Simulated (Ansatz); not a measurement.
`O=C[SiH2][SiH3]` + `NCF` → `FCN[SiH2][SiH3]` + `C=O`  (ligand exchange at the Si–C bond)

Program: Ansatz. Geometries: PBE0-D4/def2-TZVP. ΔE: electronic, gas phase. CCSD(T)/CBS adds triple-zeta CCSD(T) − MP2 to the extrapolated MP2 energy (def2 sets, frozen cores). This one scheme is used for every species. DFT in def2-TZVPP. B3LYP here is the variant with VWN-RPA as its local correlation; programs differ in this. Each species was taken in one conformer, which may not be the lowest.

`O=C[SiH2][SiH3]`:

```xyz
10

O     1.902   -1.356    1.388
C     1.620   -0.919    0.303
Si    0.613    0.707    0.062
Si   -1.633    0.121   -0.257
H     1.921   -1.484   -0.613
H     1.126    1.397   -1.155
H     0.792    1.563    1.261
H    -2.447    1.335   -0.524
H    -2.151   -0.564    0.955
H    -1.742   -0.800   -1.420
```

`NCF`:

```xyz
7

N    -0.186    0.346   -0.803
C     0.354   -0.169    0.385
F    -0.616   -0.559    1.325
H    -0.743   -0.331   -1.305
H    -0.724    1.188   -0.655
H     0.947   -1.061    0.174
H     0.968    0.586    0.879
```

`FCN[SiH2][SiH3]`:

Z-matrix (Å, degrees):
```
C
N 1 1.403
F 1 1.405 2 112.7
H 1 1.093 2 110.4 3 -118.2
H 1 1.092 2 111.4 3 118.9
Si 2 1.743 1 122.2 3 72.6
H 2 1.009 1 113.5 3 -76.9
Si 6 2.347 2 114.5 1 -64.9
H 6 1.490 2 106.9 1 56.4
H 6 1.488 2 106.1 1 173.4
H 8 1.488 6 110.1 2 -54.0
H 8 1.491 6 110.1 2 -173.4
H 8 1.487 6 110.7 2 66.5
```

`C=O`:

Z-matrix (Å, degrees):
```
C
O 1 1.195
H 1 1.109 2 122.0
H 1 1.109 2 122.0 3 -180.0
```

| level | ΔE (kJ/mol) | difference from CCSD(T)/CBS |
| --- | --- | --- |
| PBE-D4 | -40.8 | 13.9 |
| r2SCAN-D4 | -47.7 | 7.0 |
| PBE0-D4 | -47.6 | 7.1 |
| B3LYP-D4 | -52.6 | 2.1 |
| ωB97X-V | -54.2 | 0.5 |
| ωB97M-V | -54.1 | 0.6 |
| B2PLYP | -52.5 | 2.2 |
| PBE | -37.2 | 17.5 |
| r2SCAN | -46.6 | 8.1 |
| PBE0 | -44.3 | 10.4 |
| B3LYP | -46.9 | 7.8 |
| HF/def2-TZVPP | -61.4 | -6.7 |
| MP2/def2-TZVPP | -60.2 | -5.5 |
| SCS-MP2/def2-TZVPP | -60.3 | -5.6 |
| CCSD/def2-TZVPP | -57.6 | -2.9 |
| CCSD(T)/def2-TZVPP | -56.1 | -1.4 |
| HF/def2-QZVPP | -61.8 | -7.1 |
| MP2/def2-QZVPP | -59.5 | -4.8 |
| SCS-MP2/def2-QZVPP | -59.6 | -4.9 |
| HF/CBS(def2) | -61.8 | -7.1 |
| MP2/CBS(def2) | -58.8 | -4.1 |
| CCSD/CBS(def2) | -56.2 | -1.5 |
| CCSD(T)/CBS | -54.7 | 0 |

Largest T1 diagnostic among the species: 0.016.

From PBE to PBE0 (25 % exact exchange), in def2-TZVPP and without D4, ΔE moves by −7.1 kJ/mol. The D4 term adds −5.7 kJ/mol with B3LYP and −3.3 kJ/mol with PBE0; it sums over pairs of atoms, weighted by their polarisabilities, and B3LYP, whose exchange is more repulsive, gets the larger term.
